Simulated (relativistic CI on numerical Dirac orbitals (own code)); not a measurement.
Fe3+ in a cubic cluster: L2,3 absorption with charge transfer

Computed with a charge-transfer multiplet model of a cubic metal-ligand cluster with up to 3 ligand holes, Slater and spin-orbit integrals from Dirac-Coulomb-Breit ions, Slater integrals scaled by 0.7. The parameters are those of a tetrahedral site (10Dq negative, t2 hopping the larger). The ground state mixes d5 with configurations of k ligand holes L, whose averages lie at kΔ + k(k − 1)U_dd/2; a core hole lowers each added d electron by U_cd. 300 K, Lorentzian 0.4 eV and Gaussian 0.3 eV FWHM.

Atomic integrals in eV (Slater integrals scaled, ζ unscaled), ground: F2dd 8.389, F4dd 5.243, zeta_d 0.056; with the core hole: F2dd 8.932, F4dd 5.587, zeta_d 0.075, zeta_core 8.130, F2cd 5.236, G1cd 3.950, G3cd 2.245.

Cluster parameters (eV): Δ = 3.3, U_dd = 5.9, U_cd = 6.8, 10Dq = -0.5, 10Dq(ligand) = 0, final-state hopping factor = 1.

```
                             Case   n_d    d5   d6L  d7L2  d8L3     S
V(eg) = 0.8 eV, V(t2g) = -1.36 eV  5.17  0.84  0.16  0.01  0.00  2.50
V(eg) = 1.1 eV, V(t2g) = -1.87 eV  5.26  0.75  0.23  0.01  0.00  2.50
```

Weights, n_d and S are thermal averages at 300 K. Photon energies count from the first peak over 30 % of the highest in each spectrum, which can be another peak from case to case. The parameters are a model scan and need not match a compound or its usual spin state. Peaks in eV (height, largest 100):
- V(eg) = 0.8 eV, V(t2g) = -1.36 eV: -1.6 (9), 0.0 (100), 1.0 (43), 2.8 (9), 3.4 (9), 11.7 (12), 12.3 (17), 13.9 (26)
- V(eg) = 1.1 eV, V(t2g) = -1.87 eV: -1.7 (11), 0.0 (100), 0.8 (44), 2.1 (10), 2.7 (10), 11.6 (11), 12.4 (16), 13.9 (24)

Curve for V(eg) = 1.1 eV, V(t2g) = -1.87 eV (points under 2 left out, the grid thinned):

E (eV), Intensity and a bar:
```
     -2.6        2.0 
     -2.3        3.4 
     -2.0        7.6 ##
     -1.6       10.8 ###
     -1.3        9.7 ##
     -1.0       15.5 ####
     -0.6       36.8 ###########
     -0.3       73.4 ######################
      0.0      100.0 ##############################
      0.3       65.0 ###################
      0.6       41.7 ############
      1.0       39.6 ############
      1.3       22.6 ######
      1.6       12.3 ###
      2.0        9.6 ##
      2.3        9.6 ##
      2.6       10.0 ##
      2.9        9.4 ##
      3.2        8.7 ##
      3.6        5.9 #
      3.9        4.7 #
      4.2        4.8 #
      4.6        4.0 #
      4.9        3.2 
      5.2        2.7 
      5.5        2.4 
      5.8        2.6 
      6.2        2.5 
      6.5        2.3 
      6.8        2.0 
     11.1        3.6 
     11.4        8.6 ##
     11.7       10.9 ###
     12.0       10.4 ###
     12.3       15.9 ####
     12.7       13.4 ###
     13.0       13.2 ###
     13.3       19.6 #####
     13.7       22.9 ######
     14.0       21.9 ######
     14.3       10.0 ##
     14.6        5.2 #
     14.9        3.4 
     15.3        2.5 
     15.6        2.0
```

For the case V(eg) = 0.8 eV, V(t2g) = -1.36 eV, Δ = 3.3 eV is smaller than U_dd = 5.9 eV, the charge-transfer side of the Zaanen-Sawatzky-Allen scheme. With the core hole the configuration with one ligand hole lies at Δ + U_dd − U_cd = 2.4 eV above the one without, against Δ in the ground state. The added d electron screens the hole, so the order of the configurations is kept and charge-transfer satellites are weaker than in photoemission.
